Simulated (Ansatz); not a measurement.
Born–Oppenheimer molecular dynamics of GeH6O (8 atoms, charge 0, multiplicity 1). It starts at the highest image of a converged band. Of that band: Neighbouring images differ by up to 1.2 eV, so the band resolves the path poorly. A vibrational analysis at the climbing image gives one clearly imaginary mode, 1226i cm⁻¹: a first-order saddle point.

All numbers below come from RKS PBE/def2-SVP (Ansatz).

| Property | Result |
| --- | --- |
| ensemble | NVE (velocity Verlet) |
| time step | 0.5 fs |
| steps asked | 200 |
| starting velocities drawn for | 300 K |
| seed | 3553 |

First frame:

```xyz
8
Properties=species:S:1:pos:R:3
Ge -0.203 0.050 -0.194
H -0.242 0.679 1.621
H 1.130 -0.650 0.188
H -0.078 1.508 -0.694
H -0.787 -0.796 -1.385
O -1.960 -0.323 0.808
H -2.125 -1.278 0.969
H -1.200 0.180 1.574
```

Problem. How far do the bonds stretch over the last three quarters of this one trajectory? (Pairs bonded in most of those frames.)

Solution. 
| bond | mean (Å) | spread (Å) | shortest | longest |
| --- | --- | --- | --- | --- |
| Ge1–H2 | 1.557 | 0.072 | 1.45 | 1.66 |
| Ge1–H3 | 1.559 | 0.013 | 1.54 | 1.60 |
| Ge1–H4 | 1.559 | 0.013 | 1.54 | 1.58 |
| Ge1–H5 | 1.553 | 0.038 | 1.49 | 1.62 |
| O6–H7 | 0.980 | 0.017 | 0.95 | 1.01 |
| O6–H8 | 0.984 | 0.027 | 0.94 | 1.03 |

Mean temperature of the second half: 2070 K. The conserved energy stayed within 0.14 meV per atom of its start (net change -0.0065 meV per atom), so the integration is sound. The kinetic energy rose, since the run started high on the potential surface and went downhill. It ends in pieces (GeH4 + H2O), so much of that is their flight and rotation, not heat. A run of 0.1 ps of so small a system gives no equilibrium averages. The orbitals stay closed-shell, which can raise the energy where a bond breaks towards radicals; this wasn't checked here.

Time of the run: 5.1 min on 1 thread of Arm Neoverse V1, on a shared host, peak memory 0.15 GiB.
